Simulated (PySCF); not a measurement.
## `c1cccc2c1-c1cccc(C=C)c1-2`, C14H10

Molfile (atoms numbered from 1):
```
C14H10
     RDKit          3D

 24 26  0  0  0  0  0  0  0  0999 V2000
   -3.6008   -1.5128    0.5803 C   0  0  0  0  0  0  0  0  0  0  0  0
   -2.3043   -1.2964    0.3928 C   0  0  0  0  0  0  0  0  0  0  0  0
   -1.6565   -0.0066    0.2150 C   0  0  0  0  0  0  0  0  0  0  0  0
   -2.3376    1.2401    0.2132 C   0  0  0  0  0  0  0  0  0  0  0  0
   -1.6927    2.4405    0.0417 C   0  0  0  0  0  0  0  0  0  0  0  0
   -0.2970    2.5347   -0.1464 C   0  0  0  0  0  0  0  0  0  0  0  0
    0.3653    1.3467   -0.1458 C   0  0  0  0  0  0  0  0  0  0  0  0
   -0.3008    0.1030    0.0312 C   0  0  0  0  0  0  0  0  0  0  0  0
    1.0008   -0.6142   -0.0853 C   0  0  0  0  0  0  0  0  0  0  0  0
    1.6635   -1.8035   -0.0843 C   0  0  0  0  0  0  0  0  0  0  0  0
    3.0574   -1.7172   -0.2717 C   0  0  0  0  0  0  0  0  0  0  0  0
    3.7038   -0.5135   -0.4427 C   0  0  0  0  0  0  0  0  0  0  0  0
    3.0158    0.7168   -0.4433 C   0  0  0  0  0  0  0  0  0  0  0  0
    1.6702    0.6303   -0.2633 C   0  0  0  0  0  0  0  0  0  0  0  0
   -3.9903   -2.5088    0.7034 H   0  0  0  0  0  0  0  0  0  0  0  0
   -4.3242   -0.7167    0.6209 H   0  0  0  0  0  0  0  0  0  0  0  0
   -1.6236   -2.1382    0.3623 H   0  0  0  0  0  0  0  0  0  0  0  0
   -3.4081    1.2435    0.3510 H   0  0  0  0  0  0  0  0  0  0  0  0
   -2.2739    3.3517    0.0510 H   0  0  0  0  0  0  0  0  0  0  0  0
    0.1817    3.4930   -0.2782 H   0  0  0  0  0  0  0  0  0  0  0  0
    1.1835   -2.7620    0.0472 H   0  0  0  0  0  0  0  0  0  0  0  0
    3.6356   -2.6299   -0.2801 H   0  0  0  0  0  0  0  0  0  0  0  0
    4.7753   -0.5085   -0.5818 H   0  0  0  0  0  0  0  0  0  0  0  0
    3.5453    1.6477   -0.5797 H   0  0  0  0  0  0  0  0  0  0  0  0
  1  2  2  0
  2  3  1  0
  3  4  1  0
  4  5  2  0
  5  6  1  0
  6  7  2  0
  7  8  1  0
  8  9  1  0
  9 10  2  0
 10 11  1  0
 11 12  2  0
 12 13  1  0
 13 14  2  0
  8  3  2  0
 14  9  1  0
 14  7  1  0
  1 15  1  0
  1 16  1  0
  2 17  1  0
  4 18  1  0
  5 19  1  0
  6 20  1  0
 10 21  1  0
 11 22  1  0
 12 23  1  0
 13 24  1  0
M  END
```

Computed, not measured: PySCF, GIAO BHandHLYP/pcSseg-1 magnetisability, rotational g tensor and spin-rotation constants, non-relativistic, gas phase. Geometry: GFN2-xTB.

**Question.** Give the nuclear spin-rotation constants along the inertial axes (H = +C I·J) beside the isotropic shieldings.

**Answer.** Rotational constants 1.3562, 0.5334, 0.3828 GHz. A star marks the isotopologue with that one atom substituted, in its own axes.
| atom | isotope | Caa (kHz) | Cbb (kHz) | Ccc (kHz) | mean (kHz) | σ (ppm) |
| --- | --- | --- | --- | --- | --- | --- |
| H15 | 1H | -0.131 | 0.046 | -0.044 | -0.043 | 26.4 |
| H16 | 1H | 0.023 | -0.010 | -0.044 | -0.011 | 25.9 |
| H17 | 1H | -0.003 | 0.008 | -0.044 | -0.013 | 25.1 |
| H18 | 1H | 0.150 | -0.050 | -0.043 | 0.019 | 24.7 |
| H19 | 1H | -0.015 | 0.011 | -0.042 | -0.016 | 25.1 |
| H20 | 1H | -0.109 | 0.047 | -0.044 | -0.035 | 25.2 |
| H21 | 1H | -0.106 | 0.046 | -0.043 | -0.034 | 25.0 |
| H22 | 1H | -0.015 | 0.011 | -0.042 | -0.015 | 25.0 |
| H23 | 1H | 0.149 | -0.054 | -0.042 | 0.018 | 25.0 |
| H24 | 1H | -0.093 | 0.041 | -0.043 | -0.032 | 25.0 |
| C1 | 13C* | 0.416 | 0.246 | 0.045 | 0.236 | 66.9 |
| C2 | 13C* | 0.474 | 0.266 | 0.053 | 0.264 | 45.8 |
| C3 | 13C* | 0.543 | 0.241 | 0.041 | 0.275 | 52.0 |
| C4 | 13C* | 0.655 | 0.188 | 0.039 | 0.294 | 56.8 |
| C5 | 13C* | 0.578 | 0.226 | 0.043 | 0.282 | 50.5 |
| C6 | 13C* | 0.500 | 0.229 | 0.041 | 0.257 | 63.3 |
| C7 | 13C* | 0.723 | 0.203 | 0.065 | 0.330 | 25.4 |
| C8 | 13C* | 0.632 | 0.232 | 0.067 | 0.310 | 27.1 |
| C9 | 13C* | 0.728 | 0.204 | 0.062 | 0.332 | 25.7 |
| C10 | 13C* | 0.504 | 0.232 | 0.041 | 0.259 | 61.8 |
| C11 | 13C* | 0.581 | 0.226 | 0.042 | 0.283 | 50.6 |
| C12 | 13C* | 0.678 | 0.188 | 0.042 | 0.303 | 50.8 |
| C13 | 13C* | 0.491 | 0.237 | 0.040 | 0.256 | 62.2 |
| C14 | 13C* | 0.634 | 0.240 | 0.063 | 0.312 | 25.8 |

For the geometry as given, no vibrational averaging.
